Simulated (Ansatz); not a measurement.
C$_{6}$H$_{14}$O (SMILES CC(C)CC(C)O), singlet, at a GFN2-xTB geometry; BLYP/6-31G (Ansatz, a quantum-chemistry and plane-wave program).

The Ansatz input:
Ansatz 0.2 input:
```yaml
crystal:
  periodic: [false, false, false]
  atoms:
    - {symbol: C, position_ang: [-2.43078635, 0.70386941, -0.80303926]}
    - {symbol: C, position_ang: [-1.25570669, 0.44918022, 0.14006863]}
    - {symbol: C, position_ang: [-1.61131725, -0.65358106, 1.13232826]}
    - {symbol: C, position_ang: [-0.00356784, 0.09617071, -0.67105441]}
    - {symbol: C, position_ang: [1.30635872, 0.16561605, 0.12111794]}
    - {symbol: C, position_ang: [2.50620758, 0.28469755, -0.82155621]}
    - {symbol: O, position_ang: [1.41416337, -1.00010812, 0.91718752]}
    - {symbol: H, position_ang: [-3.32653403, 0.94646361, -0.23583611]}
    - {symbol: H, position_ang: [-2.63394850, -0.18210721, -1.40088243]}
    - {symbol: H, position_ang: [-2.21754026, 1.53142372, -1.47653008]}
    - {symbol: H, position_ang: [-1.05474058, 1.37209009, 0.69721620]}
    - {symbol: H, position_ang: [-2.44485243, -0.34699566, 1.76089494]}
    - {symbol: H, position_ang: [-1.89494724, -1.55862855, 0.59971909]}
    - {symbol: H, position_ang: [-0.75974526, -0.88569296, 1.76357795]}
    - {symbol: H, position_ang: [0.07553450, 0.78969911, -1.51042497]}
    - {symbol: H, position_ang: [-0.10234493, -0.91470588, -1.06915737]}
    - {symbol: H, position_ang: [1.28419761, 1.05287160, 0.77827267]}
    - {symbol: H, position_ang: [2.44138523, 1.19839905, -1.40578699]}
    - {symbol: H, position_ang: [3.43649354, 0.30505001, -0.25455642]}
    - {symbol: H, position_ang: [2.53090781, -0.56678997, -1.49790355]}
    - {symbol: H, position_ang: [2.28569861, -1.01592954, 1.32670716]}
basis:
  gaussian:
    orbitals: 6-31G
    symmetry_tolerance_ang: 0.01
hamiltonian:
  xc: blyp
```

What the program printed (banner, timings and long lists left out):

```
Functional definition: BLYP
1285 factors; integrals over basis functions are off by at most 2.3e-4 eV
mean field evaluation 1: about -8472.2019 eV, gradient 8.8e1 eV
mean field evaluation 2: about -8445.2734 eV, gradient 1.3e2 eV
mean field evaluation 4: about -8490.5807 eV, gradient 8.7e0 eV
mean field evaluation 8: about -8490.6796 eV, gradient 8.5e-2 eV
mean field evaluation 16: about -8490.6797 eV, gradient 3.4e-6 eV
mean field -8490.67965830 eV, -312.0267222533 hartree, gradient 9.1e-6 eV, S^2 0.000000; 0 other end points of the search recorded, 0 dependent functions left out
reference -8490.68000365 eV, -312.0267349444 hartree; 29, 29 occupied and 62, 62 virtual orbitals, 1285 factors
Total energy: -8490.68000365 eV, -312.0267349444 hartree
```
